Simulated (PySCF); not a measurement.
CF3SO3H.
SMILES with atom numbers: `[O:1]=[S:2](=[O:3])([OH:4])[C:5]([F:6])([F:7])[F:8]` (hydrogens: H9 on O4)

The same species was optimised twice, with GFN2-xTB and with PBE0-D3(BJ)/def2-SVP (PySCF), and the same property calculations (PySCF, gas phase) were run on both structures.

| coordinate | GFN2-xTB | PBE0-D3(BJ)/def2-SVP | change |
| --- | --- | --- | --- |
| S2–O4 (Å) | 1.583 | 1.609 | +0.026 |
| O1=S2 (Å) | 1.419 | 1.445 | +0.026 |
| S2=O3 (Å) | 1.411 | 1.436 | +0.025 |
| S2–C5 (Å) | 1.867 | 1.855 | -0.012 |
| C5–F8 (Å) | 1.322 | 1.315 | -0.007 |
| C5–F6 (Å) | 1.330 | 1.324 | -0.006 |
| C5–F7 (Å) | 1.322 | 1.316 | -0.006 |
| S2–C5–F7 (°) | 111.4 | 108.5 | -2.9 |
| O1–S2–O3 (°) | 121.6 | 124.4 | +2.8 |
| O3–S2–O4 (°) | 109.9 | 107.3 | -2.6 |
| O4–S2–C5 (°) | 97.5 | 98.9 | +1.4 |
| S2–C5–F6 (°) | 107.7 | 108.9 | +1.2 |
| O3–S2–C5 (°) | 108.3 | 107.4 | -0.9 |
| O1–S2–C5 (°) | 107.7 | 106.8 | -0.9 |
| F6–C5–F8 (°) | 108.9 | 109.6 | +0.7 |
| O1–S2–C5–F6 (°) | -56 | -57 | -1 |

Rotational constants: A = 2673, B = 1565, C = 1547 MHz (GFN2-xTB) against A = 2626, B = 1573, C = 1563 MHz (PBE0-D3(BJ)/def2-SVP).

On the GFN2-xTB structure: HOMO (eV) -9.96 [PBE0/pcSseg-1]; LUMO (eV) 0.14 [PBE0/pcSseg-1]; dipole (D) 2.74 [PBE0/pcSseg-1]; GIAO shielding of O1/O3 (mean) (ppm) 122.7 [PBE0/pcSseg-1]; GIAO shielding of S2 (ppm) 210.2 [PBE0/pcSseg-1]; GIAO shielding of O4 (ppm) 149.2 [PBE0/pcSseg-1]; GIAO shielding of C5 (ppm) 57.6 [PBE0/pcSseg-1]; GIAO shielding of F6/F7/F8 (mean) (ppm) 261.2 [PBE0/pcSseg-1].

Task: What do these properties become on the PBE0-D3(BJ)/def2-SVP structure?

Result: 
```tsv
property	level	on GFN2-xTB	on PBE0-D3(BJ)/def2-SVP	change
HOMO (eV)	PBE0/pcSseg-1	-9.96	-10.00	-0.04
LUMO (eV)	PBE0/pcSseg-1	0.14	0.11	-0.03
dipole (D)	PBE0/pcSseg-1	2.74	2.78	+0.04
energy, GFN2-xTB geometry as zero (kcal/mol)	PBE0/pcSseg-1	0.0	-2.7	-2.7
GIAO shielding of O1/O3 (mean) (ppm)	PBE0/pcSseg-1	122.7	107.3	-15.4
GIAO shielding of S2 (ppm)	PBE0/pcSseg-1	210.2	186.6	-23.6
GIAO shielding of O4 (ppm)	PBE0/pcSseg-1	149.2	133.4	-15.8
GIAO shielding of C5 (ppm)	PBE0/pcSseg-1	57.6	59.3	+1.7
GIAO shielding of F6/F7/F8 (mean) (ppm)	PBE0/pcSseg-1	261.2	264.8	+3.6
```

The heavy atoms differ by 0.042 Å rms after alignment. Among bonds between heavy atoms O1=S2, S2=O3 and S2–O4 change most and about equally (+0.025 to +0.026 Å). Changes are differences of the printed values. Neither structure is proved a minimum here.

The values belong to the conformer `[O:1]=[S:2](=[O:3])([OH:4])[C:5]([F:6])([F:7])[F:8]`: O1–S2–C5–F6 -57°, H–O4–S2–O1 19°.
